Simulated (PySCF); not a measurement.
BClH, SMILES [BH]Cl (connectivity only; charge and spin as stated), charge +1, multiplicity 1. Geometry optimised at TPSSh-D3(BJ)/def2-TZVPD. The multiplicity is an assumed one; other spin states were not compared. The isomer is the one that the SMILES or the coordinates give; other isomers of the formula were not compared.

All values below come from TPSSh-D3(BJ)/def2-TZVPD (PySCF 2.14.0).

Harmonic wavenumbers (cm⁻¹): 714, 714, 1128, 2856. Rotational constants (GHz): 18.91 (linear); symmetry number 1.

Question: Work out the zero-point energy and the ideal-gas rigid-rotor harmonic-oscillator thermochemistry at 298.15 K and 1 atm.

Answer: ZPE = ½ Σ hcν = ½ × 5412 cm⁻¹ = 7.74 kcal/mol. H − E(el) = 9.96 kcal/mol. Entropy in cal/(mol K): translation 37.48, rotation 13.50, vibration 0.64, total 51.62. G − E(el) = -5.43 kcal/mol. Cp = 8.82 cal/(mol K).
